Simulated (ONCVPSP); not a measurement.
**vanadium: ONCV pseudisation with PBEsol, scalar-relativistic reference atom.**

* Element: V (Z = 23)
* Generator: ONCVPSP 4.0.1
* Type: optimised norm-conserving Vanderbilt (ONCV)
* Functional: PBEsol
* Relativity: scalar-relativistic
* Frozen core: [Ar]
* Valence charge: 5
* Reference configuration: 3d4 4s1
* Partial waves: 4s: rc 2.25 bohr, ncon 4, nbas 7, qcut 2.6 1/bohr, 1 projector; p scattering state at 0.04 Ha: rc 2.35 bohr, ncon 4, nbas 8, qcut 3.9 1/bohr, 1 projector; 3d: rc 2.20 bohr, ncon 4, nbas 9, qcut 7.4 1/bohr, 2 projectors, debl 1.8 Ha; f scattering state at 0.3 Ha: rc 2.15 bohr, ncon 5, nbas 10, qcut 5.7 1/bohr, 2 projectors, debl 1 Ha
* Local potential: polynomial inside 1.45 bohr (lpopt 3, dvloc0 0 Ha)
* Core correction: Teter function, fcfact 5.75, rcfact 1.7

All-electron outer shells of the reference configuration (PBEsol, scalar-relativistic, ld1.x):

```csv
shell,level (eV),outermost node (bohr),outermost maximum (bohr)
3p,-40.43,0.35,0.85
4s,-3.88,1.18,2.90
3d,-2.44,–,0.92
```

Question: Estimate the cutoffs (Ha) at which the residual kinetic energy of the hardest occupied pseudo-wave falls to 1 and 0.1 mHa per electron.

Answer: 20 Ha and 23 Ha.

Question: Does the potential have ghost states?

Answer: Ghosts flagged at negative energy: s at -18.9 eV; GHOST(+) flagged for p at 18.4 eV. A true bound ghost makes a file unfit for plane-wave use.

Question: Which valence shell sets the plane-wave cutoff?

Answer: 3d: 20 Ha for 1 mHa per electron, against 3 Ha for 4s.

Its largest configuration-test error is -13 meV (3d3.5 4s1.5). 3 of 4 tests not solved or not reliable.
